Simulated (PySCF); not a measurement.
H2IIn. Atoms are numbered in the order given.

```xyz
4

In     0.0000     0.0000     1.3515
H      0.0000     1.5642     2.0316
H      0.0000    -1.5642     2.0316
I      0.0000     0.0000    -1.3261
```
Charge 0, spin multiplicity 1.

The structure is a stationary point at r2SCAN-D4/def2-TZVP. The def2 effective core potentials stand for the cores of I, In; spin–orbit coupling is left out.

All values below come from HF/def2-TZVPD run with PySCF.

Mulliken values depend strongly on the basis, most of all with diffuse functions as here. ESP charges are fitted to the potential on shells at 1.4 to 2.0 van der Waals radii. Atomic charges (e):

```json
[
 {"atom": "In1", "Mulliken": "0.67", "ESP fit": "(withheld)"},
 {"atom": "H2", "Mulliken": "-0.15", "ESP fit": "(withheld)"},
 {"atom": "H3", "Mulliken": "-0.15", "ESP fit": "(withheld)"},
 {"atom": "I4", "Mulliken": "-0.37", "ESP fit": "(withheld)"}
]
```

### Question
Complete the blanks. (Estimate from the structure and the level; the computed values follow.)

### Answer

- In1, ESP fit: 0.79
- H2, ESP fit: -0.22
- H3, ESP fit: -0.22
- I4, ESP fit: -0.35
